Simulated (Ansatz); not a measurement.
Species: C₂H₇O₂Si, net charge 0, doublet state. It need not be the lowest isomer of its formula. 
Coordinates optimised at B3LYP-D3(BJ)/def2-TZVP (Ansatz, a first-principles code):
SMILES: C[Si](C)([O])O
```xyz
12

C      1.5812    -0.8368     0.3387
Si    -0.0304     0.0560    -0.0501
C     -1.5452    -0.8276     0.5735
O      0.0272     0.0758    -1.7036
O     -0.0833     1.5522     0.6400
H      1.5690    -1.8574    -0.0422
H      2.4401    -0.3157    -0.0842
H      1.6886    -0.8605     1.4264
H     -2.4507    -0.3228     0.2347
H     -1.5658    -1.8571     0.2150
H     -1.5486    -0.8322     1.6652
H      0.5250     2.2242     0.3221
```
Charge 0, spin multiplicity 2.

Basis-set convergence of Hartree-Fock and CCSD(T) correlation energies (hartree) with Ansatz. Correlated levels leave the core frozen unless marked. UHF or UKS for open shells. No spin-orbit coupling. Non-relativistic.

```csv
basis,functions,E(HF),"E(corr, CCSD(T))"
cc-pV(D+d)Z,114,-518.55521,-0.78791
cc-pV(T+d)Z,257,-518.65616,-0.98475
cc-pV(Q+d)Z,494,-518.67760,-1.04833
```

Extrapolating the two largest sets (X = 3 and 4) as X^-3: E(corr) = (64·(-1.04833) - 27·(-0.98475))/37 = -1.0947 Eh, an estimate of the basis-set limit. The largest set recovers 95.8 % of it, the smallest 72.0 %.
